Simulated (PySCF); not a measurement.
Cd(Me) (CH3Cd), SMILES [CH3][Cd+], charge +1. Geometry optimised at B3LYP-D3(BJ)/def2-TZVP. The spin state was assumed, not searched. The isomer is the one that the SMILES or the coordinates give; other isomers of the formula were not compared. The def2 effective core potentials stand for the cores of Cd; spin–orbit coupling is left out.

Computed equilibrium geometry at B3LYP-D3(BJ)/def2-TZVP (PySCF confirms it by a frequency run) as bond lengths and angles, and its point group:
point group C3v.
Atoms: Cd1 C2 H3 H4 H5. Bonded distances (Å): Cd1–C2 2.201, C2–H3 1.085, C2–H4 1.085, C2–H5 1.085. Angles (°): Cd1–C2–H3 102.8, Cd1–C2–H4 102.8, Cd1–C2–H5 102.8, H3–C2–H4 115.3, H3–C2–H5 115.3, H4–C2–H5 115.3.
Charge +1, spin multiplicity 1.
